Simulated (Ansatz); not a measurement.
`[F][Y]([F])[F]` + HCl → `[F][Y]([F])[Cl]` + H–F at 500 K and 1 bar (ligand exchange at a Y–F bond).

Computed with Ansatz on PBE0-D4/def2-TZVP structures; ΔE is electronic, products minus reactants. CBS: MP2 limit from def2 TZ/QZ plus the TZ coupled-cluster correction, frozen cores. This one scheme is used for every species. Elements past krypton have def2 core potentials. For Y outer-core shells are correlated without core-valence functions, which leaves a few kJ/mol of doubt a bond.

```tsv
species	CCSD(T)/CBS energy (Eh)	H − E (kJ/mol)	S (J/(mol·K))
`[F][Y]([F])[F]`	-337.88945	44.5	358.0
HCl	-460.38127	32.5	201.9
`[F][Y]([F])[Cl]`	-697.87737	44.0	377.5
H–F	-100.39570	39.4	188.7
```

H − E and S are ideal-gas, rigid-rotor, harmonic terms from PBE0-D4/def2-TZVP. 1 Eh = 2625.50 kJ/mol, R = 8.31446 J/(mol·K).

Task: By hand: ΔE, ΔH, ΔS and ΔG.

Result: ΔE = (-697.87737) + (-100.39570) − (-337.88945) − (-460.38127) = -0.00235 Eh = -6.2 kJ/mol. Δ(H − E) = 44.0 + 39.4 − 44.5 − 32.5 = 6.4, so ΔH = 0.2 kJ/mol. ΔS = 377.5 + 188.7 − 358.0 − 201.9 = 6.3 J/(mol·K). ΔG = 0.2 − 500 × (6.3)/1000 = -2.9 kJ/mol.

Task: By hand: the equilibrium constant, and the temperature at which ΔG would vanish if ΔH and ΔS stayed fixed.

Result: log₁₀ K = −ΔG/(RT ln 10) = 0.3. ΔG = 0 at ΔH/ΔS = 32 K, though so small a ΔH makes that figure unsure.

TΔS isn't small against ΔH here. The sign of ΔG lies within the doubt. A doubt of 5 kJ/mol in ΔE shifts log₁₀ K by 0.5 here. Modes under 60 cm⁻¹, often nearly free rotors, make the harmonic entropy too high. These are equilibria of isolated gas molecules and say nothing of rates. Largest T1 diagnostic: 0.015 (customary marks: 0.02 for closed shells, 0.045 for open ones).
